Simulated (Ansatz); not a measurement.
Reaction (substitution at a C–S bond): `c1ccc(Sc2ccccc2)cc1` + `N=O` → `O=Nc1ccccc1` + `Sc1ccccc1`

Computed with Ansatz on PBE0-D4/def2-TZVP structures; ΔE is electronic, products minus reactants. CBS: MP2 limit from def2 TZ/QZ plus the TZ coupled-cluster correction, frozen cores. This one scheme is used for every species. DFT in def2-TZVPP. One conformer a species, not always the lowest.

```csv
level,ΔE (kJ/mol)
ωB97X-V,-32.8
B2PLYP,-39.1
PBE,-50.2
r2SCAN,-49.1
PBE0,-44.7
MP2/def2-TZVPP,-16.1
SCS-MP2/def2-QZVPP,-19.8
CCSD/CBS(def2),-26.6
```

What does CCSD(T)/CBS give? (Estimate.)

The calculation gave: -24.7 kJ/mol. The listed levels differ from it by -8.1, -14.4, -25.5, -24.4, -20.0, 8.6, 4.9, -1.9 kJ/mol.

Largest T1 diagnostic among the species: 0.015.

In def2-TZVPP, CCSD(T) changes the Hartree–Fock value by +19.9 kJ/mol (the triples alone add +1.9 kJ/mol) and MP2 by +28.4 kJ/mol. The D4 term adds +16.7 kJ/mol with B3LYP and +10.4 kJ/mol with PBE0; it sums over pairs of atoms, weighted by their polarisabilities, and B3LYP, whose exchange is more repulsive, gets the larger term. From PBE to PBE0 (25 % exact exchange), in def2-TZVPP and without D4, ΔE moves by +5.5 kJ/mol.

B3LYP here is the variant with VWN-RPA as its local correlation; programs differ in this.
